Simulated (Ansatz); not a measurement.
Species: CH$_{5}$ClOSSi, SMILES `CS(=O)[SiH2]Cl` (O–S–Si–Cl torsion 174°) (charge 0, multiplicity 1).

Task: Give a relaxed geometry from PBE0-D4/def2-TZVP run with Ansatz (a program for electronic structure).

Result: Several could match; the one computed here: the end point of this relaxation, one of several conformers (outside a Z-matrix the atoms follow the SMILES, hydrogens last).
Z-matrix (Å, degrees):
```
S
O 1 1.5001
C 1 1.8066 2 108.11
H 3 1.0907 1 106.62 2 71.48
H 3 1.0908 4 109.89 1 119.34
H 3 1.0922 4 109.88 5 122.73
Si 1 2.2044 2 99.78 3 -100.40
H 7 1.4769 1 105.79 2 -66.99
H 7 1.4796 8 113.10 1 -115.87
Cl 7 2.0520 8 109.67 9 -123.03
```
